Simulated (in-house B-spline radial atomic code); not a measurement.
# One electron outside the [Ar] 3d10 core: Sn²¹⁺

Computed with a B-spline radial code for spherical atoms, no-pair Dirac-Coulomb Hamiltonian, finite nucleus. Rungs: frozen-core Dirac-Hartree-Fock (DHF); Brueckner orbitals from the second-order correlation potential; the same with the Coulomb interaction screened by the core and the hole-particle interaction summed; Breit and QED terms from differences of relaxed Dirac-Fock atoms, where computed. Partial waves beyond l = 6 are extrapolated. The tables show a selection of states; those near core-excited levels, with erratic corrections or far from their DHF start are never shown.

Command:
```bash
python run_mb.py task.json out
```
Settings (nuclear radius in fm, box in bohr, cutoff in hartree):
```
basis_form          2
Z                   50
core_configuration  [Ar] 3d10
rms_radius          4.6519
mass_number         120
speed_of_light      137.036
box_radius          9.6
lmax                6
intervals           62
virtual_cutoff      5000.0
```

Cost of the run: 2.1 min on 1 thread of Arm Neoverse N1, on a shared host.

Removal energies (eV):

| state | DHF | second order | screened | Breit + QED | final |
| --- | --- | --- | --- | --- | --- |
| 4s1/2 | 641.353 | 643.002 | 642.896 | -0.524 | 642.372 |
| 4p1/2 | 596.387 | 598.024 | 597.924 | -0.457 | 597.467 |
| 4p3/2 | 584.624 | 586.153 | 586.061 | -0.305 | 585.757 |
| 4d3/2 | 511.276 | 512.819 | 512.732 | -0.156 | 512.576 |
| 4d5/2 | 508.994 | 510.506 | 510.422 | -0.0863 | 510.335 |
| 4f5/2 | 432.112 | 433.473 | 433.43 | - | - |
| 4f7/2 | 431.854 | 433.194 | 433.152 | - | - |
| 5s1/2 | 369.674 | 370.438 | 370.368 | -0.226 | 370.142 |
| 5p1/2 | 349.032 | 349.803 | 349.734 | -0.202 | 349.532 |
| 5p3/2 | 343.815 | 344.55 | 344.485 | -0.135 | 344.35 |
| 5d3/2 | 310.426 | 311.173 | 311.11 | -0.0736 | 311.036 |
| 5d5/2 | 309.363 | 310.094 | 310.033 | -0.0394 | 309.993 |
| 5f5/2 | 275.895 | ? | ? | ? | ? |
| 5f7/2 | 275.716 | 276.284 | 276.255 | - | - |
| 5g7/2 | 264.253 | ? | ? | ? | ? |
| 5g9/2 | 264.19 | 264.54 | 264.535 | - | - |

Problem. What does correlation do to 5f5/2?

Solution. It adds 0.5783 eV to the removal energy in second order and 0.5485 eV with screening, giving 276.444 eV before Breit and QED terms, which weren't computed for this state.

Problem. What does correlation do to 5g7/2?

Solution. It adds 0.3516 eV to the removal energy in second order and 0.3469 eV with screening, giving 264.6 eV before Breit and QED terms, which weren't computed for this state.

Problem. How does the lowest state compare with the NIST ionisation energy?

Solution. 4s1/2 is bound by 642.4 eV, without recoil; NIST lists 642.35 ± 0.22 eV (semi-empirical), a difference of +0.022 eV.

Electric-dipole lines from 4s1/2 (reduced matrix elements in atomic units, length form, static core polarisation, sign of DHF taken positive):

```csv
upper,DHF,+ core polarisation,+ Brueckner,λ (nm),A (s⁻¹)
4p1/2,0.5856,0.5593,0.558,27.611,1.5e+10
4p3/2,0.8352,0.7983,0.7965,21.9,3.06e+10
```

Magnetic hyperfine constants per unit nuclear g factor (MHz, nucleus as a uniformly magnetised ball; they apply to isotopes with nuclear spin):

| state | DHF | + core polarisation | + Brueckner |
| --- | --- | --- | --- |
| 4s1/2 | 226700 | 238800 | 241300 |
| 4p1/2 | 67270 | 71100 | 71920 |
| 4p3/2 | 10680 | 11090 | 11220 |
| 5s1/2 | 98650 | 103300 | 104000 |
| 5p1/2 | 29890 | 31430 | 31650 |
| 5p3/2 | 4786 | 4903 | 4939 |
